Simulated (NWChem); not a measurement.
System: MgO; SMILES [O]=[Mg]

Computed with NWChem. Geometry: optimised at B3LYP/6-31G* (spherical d). Ions are spin-unrestricted doublets at the neutral geometry; other ion states weren't tried.

Problem. Order these by “ΔSCF minus −ε(HOMO) (eV)”, lowest first: Hartree-Fock/pcseg-1; Hartree-Fock/pcseg-2; Hartree-Fock/3-21G; Hartree-Fock/aug-pcseg-1.

Solution. Hartree-Fock/aug-pcseg-1 (-3.75), Hartree-Fock/pcseg-2 (-3.68), Hartree-Fock/3-21G (-3.44), Hartree-Fock/pcseg-1 (-3.34)
